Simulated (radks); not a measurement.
The numbers below are computed, except where a source is named.
Charge is removed step by step from the 2p down level of Mg+, starting from [He] 2s2 2p(up 3, down 3) 3s1. Level of theory: scalar-relativistic Kohn-Sham, r2SCAN, spin-polarised, spherical densities, finite nucleus; open shells are filled with parallel spins first; meta-GGA in the generalised Kohn-Sham scheme; Fermi nuclear charge, rms radius 3.057 fm (a radial shooting solver on a logarithmic mesh with Libxc functionals).

removed (e),E - E(0) (eV),eigenvalue (eV),E minus straight line (eV)
0,0.000,-56.912,0.000
0.125,7.300,-59.902,-1.357
0.25,14.976,-62.940,-2.338
0.375,23.035,-66.023,-2.935
0.5,31.482,-69.150,-3.145
0.625,40.323,-72.318,-2.961
0.75,49.562,-75.526,-2.379
0.875,59.205,-78.772,-1.394
1,69.255,-82.053,0.000

Removing the whole electron costs 69.255 eV by Delta-SCF, against 56.912 eV from minus the eigenvalue at the starting occupation. Slater's transition state (half an electron removed) gives 69.150 eV. Integrating minus the eigenvalue over the occupation (Janak's theorem) gives 69.261 eV. In this scalar-relativistic scheme the density is built from large components alone, so the theorem holds only approximately. The mean slope of the eigenvalue, de/dn, is 25.1 eV per electron.
